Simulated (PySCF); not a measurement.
Molecule: SMILES C(=O)C1CCCCC1, C$_{7}$H$_{12}$O.

Geometry:
| atom | x (Å) | y (Å) | z (Å) |
| --- | --- | --- | --- |
| O1 | 2.287 | -0.353 | -1.392 |
| C2 | 1.859 | 0.542 | -0.714 |
| C3 | 1.089 | 0.378 | 0.576 |
| C4 | 0.687 | -1.071 | 0.842 |
| C5 | -0.459 | -1.521 | -0.060 |
| C6 | -1.648 | -0.570 | 0.018 |
| C7 | -1.234 | 0.862 | -0.301 |
| C8 | -0.110 | 1.332 | 0.618 |
| H9 | 2.038 | 1.613 | -1.005 |
| H10 | 1.812 | 0.709 | 1.348 |
| H11 | 1.562 | -1.724 | 0.699 |
| H12 | 0.383 | -1.161 | 1.899 |
| H13 | -0.766 | -2.544 | 0.211 |
| H14 | -0.096 | -1.573 | -1.100 |
| H15 | -2.079 | -0.602 | 1.036 |
| H16 | -2.447 | -0.898 | -0.666 |
| H17 | -2.095 | 1.544 | -0.221 |
| H18 | -0.896 | 0.916 | -1.353 |
| H19 | 0.210 | 2.354 | 0.351 |
| H20 | -0.481 | 1.386 | 1.655 |

Geometry PBE0-D3(BJ)/def2-SVP throughout; GIAO in PySCF 2.14.0 with density-fitted response routines, gas phase, one conformer, non-relativistic; equivalent atoms averaged; basis pcSseg-1.

For orientation, BLYP gives these absolute shieldings σ: O1 -354.5, C2 -32.3, C3 120.4, C5/C7 146.7, H9 21.36, H10 29.33, H12/H20 29.98, H14/H18 30.06, H15 30.16 ppm.

A run gave: O1 -339.9, C2 -20.7, C3 134.2, C5/C7 158.3, H9 21.66, H10 29.44, H12/H20 30.06, H14/H18 30.17, H15 30.26 ppm (absolute shieldings σ).

Which functional was used in that run?
A. B97-2
B. B3LYP
C. OPBE
D. PBE

## Answers

A. C2 tells them apart best: B97-2 gives -20.7, OPBE gives -13.3, PBE gives -27.3, B3LYP gives -30.2 ppm.
